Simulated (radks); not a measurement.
Values are calculated unless marked as measured or tabulated.
These are the eigenvalues of the occupied orbitals of an atom or ion with whole-number occupations (hartree). Level of theory: scalar-relativistic Kohn-Sham, r2SCAN, spin-unpolarised, spherical densities, finite nucleus; meta-GGA in the generalised Kohn-Sham scheme; Fermi nuclear charge, rms radius of each element as measured or else 0.836 A^(1/3) + 0.57 fm (a radial shooting solver on a logarithmic mesh with Libxc functionals).

orbital  eigenvalue
1s        -10.19905
2s         -0.53244
2p         -0.19282

Which element is it, and in what charge state? The configuration may be excited.

Answer. Z = 6, carbon, charge 0: C in [He] 2s2 2p2. The list shows which subshells hold electrons but not how many an open one holds; the 1s level, -10.199 hartree, gives Z - s = 4.5 by -(Z - s)^2/2, which with screening and relativity narrows Z to a few neighbours, and the depths of the outer levels then fix element, charge and occupations together.
